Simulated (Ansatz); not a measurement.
One change: `[CH3][Cd][NH2]` becomes `[NH2][Cd][OH]`.

Ansatz, PBE0-D4/def2-TZVP geometries, multiplicity 1. Each molecule was computed in one conformer, which needn't be the lowest.

Elements past krypton have def2 core potentials.

```tsv
property	`[CH3][Cd][NH2]`
HOMO energy (PBE/def2-TZVPP) / eV	-5.16
HOMO–LUMO gap (PBE0/def2-TZVPP) / eV	6.28
HOMO energy (B3LYP/def2-TZVPP) / eV	-6.23
HOMO–LUMO gap (B3LYP/def2-TZVPP) / eV	5.74
size of the dipole moment (PBE/def2-TZVPP) / D	1.08
LUMO energy (PBE0/def2-TZVPP) / eV	-0.18
```

(1) What does the change do to each property? (Estimate.)

Answers

(1) Ansatz gave: 
| property | `[NH2][Cd][OH]` | shift |
| --- | --- | --- |
| HOMO energy (PBE/def2-TZVPP) / eV | -5.75 | -0.59 |
| HOMO–LUMO gap (PBE0/def2-TZVPP) / eV | 6.08 | -0.20 |
| HOMO energy (B3LYP/def2-TZVPP) / eV | -6.86 | -0.63 |
| HOMO–LUMO gap (B3LYP/def2-TZVPP) / eV | 5.53 | -0.21 |
| size of the dipole moment (PBE/def2-TZVPP) / D | 2.55 | 1.47 |
| LUMO energy (PBE0/def2-TZVPP) / eV | -0.99 | -0.81 |

With PBE0 the HOMO falls by 0.61 eV and the LUMO falls by 0.81 eV, so the gap narrows by about 0.20 eV. PBE moves the HOMO by -0.59 eV and ωB97M-V by -0.60 eV. Dipoles are sizes alone; their direction can turn.

B3LYP here is the variant with VWN-RPA as its local correlation; programs differ in this.
